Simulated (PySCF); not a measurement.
## How far are cheaper levels from CCSD(T)/CBS for Se2?

PySCF; the state is a triplet (π ↑↑). The composite is CCSD(T) extrapolated to the basis-set limit from two correlation-consistent sets, with core-valence (CV) and scalar-relativistic (SR) terms as its label shows; it has no spin–orbit coupling and nothing beyond (T). Here it is CCSD(T)/CBS(TQ). It gives Re = 2.173 Å, ωe = 391 cm⁻¹ and De = 3.55 eV to Se + Se.

```
      level       basis                           relativity  Re (Å)  ωe (cm⁻¹)  De (eV)
    UHF-MP2  def2-TZVPP                        no relativity   2.170        393     3.56
UHF-SCS-MP2  def2-TZVPP                        no relativity   2.166        401     3.29
UHF-CCSD(T)  def2-TZVPP                        no relativity   2.178        392     3.38
        PBE  def2-TZVPP                        no relativity   2.195        375     4.11
       BP86  def2-TZVPP                        no relativity   2.199        372     4.09
     r²SCAN  def2-TZVPP                        no relativity   2.173        393     3.91
       PBE0  cc-pVTZ-PP  scalar-relativistic core potentials   2.162        403     3.69
  BHandHLYP  def2-TZVPP                        no relativity   2.156        413     3.18
    ωB97M-V  def2-TZVPP                        no relativity   2.153        419     3.42
     B2PLYP  def2-TZVPP                        no relativity   2.184        382     3.61
```

**Question.** Give the difference of each row from the composite.

**Answer.** 

```json
{"level": "UHF-MP2", "basis": "def2-TZVPP", "ΔRe (pm)": "-0.3", "Δωe (%)": "+0.5", "ΔDe (eV)": "+0.01"}
{"level": "UHF-SCS-MP2", "basis": "def2-TZVPP", "ΔRe (pm)": "-0.7", "Δωe (%)": "+2.6", "ΔDe (eV)": "-0.26"}
{"level": "UHF-CCSD(T)", "basis": "def2-TZVPP", "ΔRe (pm)": "+0.5", "Δωe (%)": "+0.3", "ΔDe (eV)": "-0.17"}
{"level": "PBE", "basis": "def2-TZVPP", "ΔRe (pm)": "+2.2", "Δωe (%)": "-4.1", "ΔDe (eV)": "+0.56"}
{"level": "BP86", "basis": "def2-TZVPP", "ΔRe (pm)": "+2.6", "Δωe (%)": "-4.9", "ΔDe (eV)": "+0.54"}
{"level": "r²SCAN", "basis": "def2-TZVPP", "ΔRe (pm)": "+0.0", "Δωe (%)": "+0.5", "ΔDe (eV)": "+0.36"}
{"level": "PBE0", "basis": "cc-pVTZ-PP", "ΔRe (pm)": "-1.1", "Δωe (%)": "+3.1", "ΔDe (eV)": "+0.14"}
{"level": "BHandHLYP", "basis": "def2-TZVPP", "ΔRe (pm)": "-1.7", "Δωe (%)": "+5.6", "ΔDe (eV)": "-0.37"}
{"level": "ωB97M-V", "basis": "def2-TZVPP", "ΔRe (pm)": "-2.0", "Δωe (%)": "+7.2", "ΔDe (eV)": "-0.13"}
{"level": "B2PLYP", "basis": "def2-TZVPP", "ΔRe (pm)": "+1.1", "Δωe (%)": "-2.3", "ΔDe (eV)": "+0.06"}
```

**Question.** Which rows come closest in De?

**Answer.** UHF-MP2 in def2-TZVPP (+0.01 eV), counted from the composite.

Correlated steps freeze 18 core orbitals. Spin–orbit coupling is left out. B2PLYP dipoles, levels and charges come from its SCF part alone. The state is the lowest determinant that a PBE0 search found; another state may lie lower at other levels.
